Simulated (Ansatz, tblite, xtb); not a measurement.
## How methods differ on Ge2H6O ((H3Ge)2O)

Ge2H6O: 9 atoms, total charge 0, spin state singlet. Geometry: a GFN2-xTB relaxation, a rough one for these elements and not checked as a minimum.

```xyz
9

Ge    1.5338   -0.0882    0.6688
H     2.0547   -1.0962   -0.3158
H     2.3343    1.1759    0.6662
H     1.3965   -0.6822    2.0397
O    -0.0555    0.4318    0.1920
Ge   -1.5378    0.1109   -0.6583
H    -1.2560    0.2314   -2.1279
H    -2.0208   -1.2678   -0.3099
H    -2.4491    1.1843   -0.1549
```

Quantity: the dipole moment, in D. The values are calculated.

```json
{"level": "GFN2-xTB", "kind": "semi-empirical", "program": "xtb", "value (D)": "0.80", "CPU time": "under 2 s"}
{"level": "IPEA1-xTB", "kind": "semi-empirical", "program": "tblite", "value (D)": "0.74", "CPU time": "under 2 s"}
{"level": "GFN0-xTB", "kind": "semi-empirical", "program": "xtb", "value (D)": "0.97", "CPU time": "under 2 s"}
{"level": "GFN1-xTB", "kind": "semi-empirical", "program": "xtb", "value (D)": "1.08", "CPU time": "under 2 s"}
{"level": "HF/STO-3G", "kind": "Hartree–Fock", "program": "Ansatz", "value (D)": "0.83", "CPU time": "2.6 s"}
{"level": "HF/3-21G", "kind": "Hartree–Fock", "program": "Ansatz", "value (D)": "1.12", "CPU time": "2.7 s"}
{"level": "HF/cc-pVDZ", "kind": "Hartree–Fock", "program": "Ansatz", "value (D)": "0.88", "CPU time": "16 s"}
{"level": "HF/def2-SVP", "kind": "Hartree–Fock", "program": "Ansatz", "value (D)": "0.90", "CPU time": "13 s"}
{"level": "PBE/aug-cc-pVDZ", "kind": "GGA", "program": "Ansatz", "value (D)": "0.58", "CPU time": "39 s"}
{"level": "B3LYP/6-31G* (spherical functions)", "kind": "global hybrid", "program": "Ansatz", "value (D)": "0.78", "CPU time": "16 s"}
```

All-electron rows without a relativistic Hamiltonian named are non-relativistic. The values span 0.58 to 1.12 D. Magnitudes only. Sets without polarisation functions give poor dipoles. CPU times are rough (shared hosts, several kinds of processor and program).
